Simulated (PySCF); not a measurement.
CaF, SMILES [F][Ca], multiplicity 2.

Coordinates come from a PBE0-D3(BJ)/def2-TZVPD optimisation. The spin state was assumed, not searched.

The numbers are results of M06-2X/def2-TZVPD run with PySCF, not measurements.

The molecule is in vacuum.

### Question
Estimate the frontier levels, dipole moment and polarisability. (The exact figures need the calculation; the answer reports its results.)

### Answer

```
Item                                                                Value
-----------------------------------------------  ------------------------
α spin, highest occupied and lowest empty level        -4.94 and -0.47 eV
β spin, highest occupied and lowest empty level       -11.39 and -1.77 eV
dipole moment                                                   0.747 e·Å
mean static polarisability                         100.6 bohr³ (14.91 Å³)
polarisability, principal values                 80.0, 110.9, 110.9 bohr³
⟨S²⟩                                              0.750 (pure state 0.75)
```
